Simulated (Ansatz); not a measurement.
H$_{2}$N, doublet, geometry from GFN2-xTB.

Ansatz (a first-principles code) was given this input:
Ansatz 0.2 input:
```yaml
crystal:
  periodic: [false, false, false]
  atoms:
    - {symbol: N, position_ang: [0.00669643, 0.12471327, 0.03430287]}
    - {symbol: H, position_ang: [-0.85214990, -0.39082144, -0.12434158]}
    - {symbol: H, position_ang: [0.80527491, -0.48217148, -0.11577850]}
basis:
  gaussian:
    orbitals: def2-SVP
magnetization: {spin_polarized: true, initial_magnetization: 1}
correlation: {method: ccsd}
```

Give the total energy at the level CCSD/def2-SVP (Ansatz).

-111.356013 Ry

Give the T1 diagnostic at the level CCSD/def2-SVP.

0.007

Give the MP2 correlation energy at the level CCSD/def2-SVP.

-0.1426 Eh
